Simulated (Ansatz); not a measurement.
```xyz
8

C    -0.3617    0.4023   -0.7620
C    -0.0244   -0.8898   -0.8948
S     0.6550   -1.5705    0.6057
Si    0.1690    0.5092    0.9971
H    -0.7914    1.0244   -1.5348
H    -0.1171   -1.5270   -1.7712
H     1.3460    1.3521    1.3252
H    -0.8754    0.6994    2.0348
```

Total charge 0; spin multiplicity 1.

Task: List the B3LYP/def2-TZVPP orbital energies in eV (Ansatz 0.2.0). (Estimate.)

Result: Computed: Occupied: -2417.74, -1799.66, -278.29, -276.79, -215.75, -160.30, -160.22, -160.11, -144.13, -99.50, -99.42, -99.41, -22.74, -18.66, -16.05, -13.62, -13.14, -10.73, -10.49, -8.82, -8.75, -8.60, -6.32. Lowest empty: -0.82, -0.50, 0.00, 1.15, 1.67, 1.97, 2.73, 3.15.

B3LYP here is the variant with VWN-RPA as its local correlation; programs differ in this.
